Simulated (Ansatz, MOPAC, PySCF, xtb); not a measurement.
Lewis adduct: BH3 (SMILES B) (first 4 atoms) with H2S (SMILES S); geometry from B3LYP-D3(BJ)/def2-TZVP, rigid monomers moved along the line of their centres of mass till B1···S5 is 3.65 Å.
(charge 0, multiplicity 1):
```tsv
atom	x (Å)	y (Å)	z (Å)
B	-0.4494	-0.3252	0.6695
H	0.4057	-0.8871	0.0385
H	-1.2478	-1.0569	1.1911
H	-0.8794	0.6904	0.2021
S	1.4796	0.7146	3.5901
H	0.6511	1.5572	4.2351
H	2.2438	1.7206	3.1250
```

| level | interaction energy (meV) | minus CCSD(T)/CBS(aug-cc-pV(D+d)Z, aug-cc-pV(T+d)Z) | cost |
|---|---|---|---|
| AM1 | -50.1 | 70.7 | - |
| PM3 | -126.2 | -5.4 | - |
| GFN2-xTB | -20.0 | 100.8 | - |
| HF/STO-3G (no counterpoise) | -72.0 | 48.8 | - |
| HF/3-21G (no counterpoise) | -134.4 | -13.6 | - |
| HF/aug-cc-pV(T+d)Z | -85.0 | 35.8 | - |
| PBE-D4/def2-TZVPPD | -165.1 | -44.3 | ×1 |
| r2SCAN-D3(BJ)/def2-TZVPPD | -149.0 | -28.2 | ×2 |
| r2SCAN-D4/def2-TZVPPD | -147.4 | -26.6 | ×2 |
| B3LYP/3-21G (no counterpoise) | -160.3 | -39.5 | - |
| B3LYP/6-31G* | -115.0 | 5.8 | - |
| B3LYP/6-311+G** (no counterpoise) | -118.4 | 2.4 | - |
| B3LYP-D4/def2-TZVPPD | -141.5 | -20.7 | ×1 |
| PBE0-D4/def2-TZVPPD | -144.4 | -23.5 | ×1 |
| wB97X-V/def2-TZVPPD | -129.1 | -8.2 | ×3 |
| wB97M-V/def2-TZVPPD | -129.5 | -8.6 | ×3 |
| MP2/6-31G* (no counterpoise) | -128.6 | -7.8 | - |
| MP2/aug-cc-pV(T+d)Z | -123.1 | -2.2 | - |
| SCS-MP2/aug-cc-pV(D+d)Z | -114.5 | 6.3 | - |
| CCSD(T)/CBS(aug-cc-pV(D+d)Z, aug-cc-pV(T+d)Z) | -120.8 | 0.0 | ×40* |

 The comparison column counts from a level with limits of its own.

The rows run from -165.1 (PBE-D4/def2-TZVPPD) to -20.0 meV (GFN2-xTB).

Interaction energies are E(AB) − E(A) − E(B) at the monomers' geometry in the complex; basis-set methods are counterpoise corrected. Rows marked so take none.

Cores are frozen in the correlated methods. CBS(a, b) extrapolates the correlation energy as X⁻³ and adds the Hartree–Fock energy of set b. Rows in 3-21G, 6-311+G**, 6-31G*, STO-3G carry no dispersion term and start afresh at each structure (6-31G* with six Cartesian d functions). MP2/6-31G* freezes PySCF's default core. The state that AM1, PM3 reach isn't checked.

Run with Ansatz (Gaussian orbitals); MOPAC for AM1, PM3 (differences of heats of formation); PySCF for 3-21G rows, 6-311+G** rows, 6-31G* rows, STO-3G rows, the dispersion terms; xtb for the GFN methods. Each number belongs to the level named beside it.

Costs are rough ratios of core time to PBE/def2-TZVPPD (about 5 s over the structures, on one shared machine); a dash marks a level with no comparable run of its own. A star marks coupled-cluster runs past 200 virtual orbitals, where the program's memory plan changes under this machine's limit, so their costs aren't comparable with smaller runs.

Ansatz is a first-principles code.
